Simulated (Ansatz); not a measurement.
CH₆Cl₂GaP, SMILES `[CH3][Ga-]([PH3+])([Cl])[Cl]`, relaxed with RKS PBE0-D4/def2-TZVP in Ansatz from a PBE-D4/def2-SVP geometry. The force threshold is 0.005 eV/Å; the program also tests the step.

Charge 0, multiplicity 1.

Start:

```xyz
11

C    -0.834   -0.146    1.732
Ga    0.712    0.414    0.657
P     0.062   -0.201   -1.793
Cl    1.075    2.545    0.271
Cl    2.558   -0.780    0.661
H    -1.025   -1.229    1.602
H    -1.733    0.429    1.437
H    -0.626    0.049    2.803
H    -1.168   -0.847   -2.140
H     0.957   -1.086   -2.470
H     0.023    0.851   -2.759
```

Problem. By how much does the energy fall, and how many steps does the optimiser take? (Best estimate.)

Solution. The calculation gave: 1.92 kcal/mol, in 20 steps, 1 of them rejected.

Problem. Which bonds change most? (Best estimate.)

Solution. The calculation gave: Ga2–P3 from 2.608 to 2.534 Å; P3–H10 from 1.429 to 1.406 Å; P3–H9 from 1.433 to 1.410 Å; P3–H11 from 1.429 to 1.410 Å.

Problem. Give the relaxed structure. (Estimate.)

Solution. Ansatz gave: 
```xyz
11

C    -0.887   -0.001    1.768
Ga    0.671    0.239    0.613
P     0.075   -0.204   -1.810
Cl    1.409    2.250    0.189
Cl    2.269   -1.250    0.622
H    -1.253   -1.026    1.712
H    -1.685    0.687    1.485
H    -0.602    0.208    2.801
H    -0.346   -1.476   -2.248
H     1.201   -0.029   -2.634
H    -0.853    0.601   -2.500
```
